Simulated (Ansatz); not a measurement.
C$_{4}$H$_{9}$BrSi, singlet, geometry from GFN2-xTB; HF/def2-TZVP in Ansatz (a quantum-chemistry and plane-wave program).

Input for Ansatz:
Ansatz 0.2 input:
```yaml
crystal:
  periodic: [false, false, false]
  atoms:
    - {symbol: Si, position_ang: [-0.12218299, 0.45049352, -0.78034279]}
    - {symbol: Br, position_ang: [0.15708163, -1.28892772, 0.59152379]}
    - {symbol: C, position_ang: [-1.89532591, 1.04431409, -0.60887610]}
    - {symbol: C, position_ang: [-2.80923057, 0.51166955, 0.18692553]}
    - {symbol: C, position_ang: [1.12112041, 1.79120443, -0.26507635]}
    - {symbol: C, position_ang: [2.57081651, 1.32519701, -0.35333481]}
    - {symbol: H, position_ang: [0.15750423, -0.08881368, -2.10987679]}
    - {symbol: H, position_ang: [-2.17241606, 1.89212029, -1.22335398]}
    - {symbol: H, position_ang: [-2.59286671, -0.33437079, 0.82034684]}
    - {symbol: H, position_ang: [-3.81658638, 0.89393414, 0.24577853]}
    - {symbol: H, position_ang: [0.91240316, 2.11644672, 0.75744942]}
    - {symbol: H, position_ang: [0.98541495, 2.66746648, -0.90190390]}
    - {symbol: H, position_ang: [2.82261142, 1.03436699, -1.37165433]}
    - {symbol: H, position_ang: [3.24951012, 2.12050824, -0.05029750]}
    - {symbol: H, position_ang: [2.74284745, 0.46959231, 0.29714842]}
basis:
  gaussian:
    orbitals: def2-TZVP
hamiltonian:
  xc: hf
```

Write the output that Ansatz gives for this input, abridged.


```
Functional definition: HF
2091 factors; their error is unknown
mean field evaluation 1: about -82122.4668 eV, gradient 3.9e1 eV
mean field evaluation 2: about -82126.0508 eV, gradient 1.5e1 eV
mean field evaluation 4: about -82126.6879 eV, gradient 5.2e-1 eV
mean field evaluation 8: about -82128.6756 eV, gradient 1.5e0 eV
mean field -82128.67755862 eV, -3018.1732314621 hartree, gradient 2.4e-5 eV, S^2 0.000000; 0 other end points of the search recorded, 0 dependent functions left out
reference -82128.67755862 eV, -3018.1732314621 hartree; 41, 41 occupied and 222, 222 virtual orbitals, 2091 factors
Total energy: -82128.67755862 eV, -3018.1732314621 hartree
```
